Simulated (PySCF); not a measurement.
Predicted microwave data (PySCF, PBE0-D3(BJ)/def2-SVP geometry optimisation, gas phase) for one isomer of CH7B2FN2:

```
Rotational constants : A = 5847, B = 2459, C = 1750 MHz
Dipole components    : |μa| = 0.84 D, |μb| = 0.61 D, |μc| = 0.00 D
Inertial defect      : -3.21 u·Å²
κ                    : -0.65
```

Question: Which structure is it? (One computed conformer of each.)
A. `[BH2:1][NH:2][B:3]([F:4])[NH:5][CH3:6]` with B1–N2–B3–F4 179°, N2–B3–N5–C6 180°
B. `[BH2:1][N:2]([CH3:3])[B:4]([NH2:5])[F:6]` with B1–N2–B4–N5 0°

Answer: A. It is BNB(F)NC, an asymmetric top, point group Cs. The candidates at the same level (rigid rotor, commonest isotopes):

```
    SMILES  A (MHz)  B (MHz)  C (MHz)  μa (D)  μb (D)  μc (D)  Δ (u·Å²)  point group           rotor
BN(C)B(N)F     4919     3311     2004    0.86    0.46    0.04     -3.17           Cs  asymmetric top
  BNB(F)NC     5847     2459     1750    0.84    0.61    0.00     -3.21           Cs  asymmetric top
```

`BN(C)B(N)F` has B 35 % too high. In the right answer the mirror of this Cs structure is the ab plane, so μc vanishes by symmetry (the 0.01 D computed is a residue). No structure here is proved a minimum.
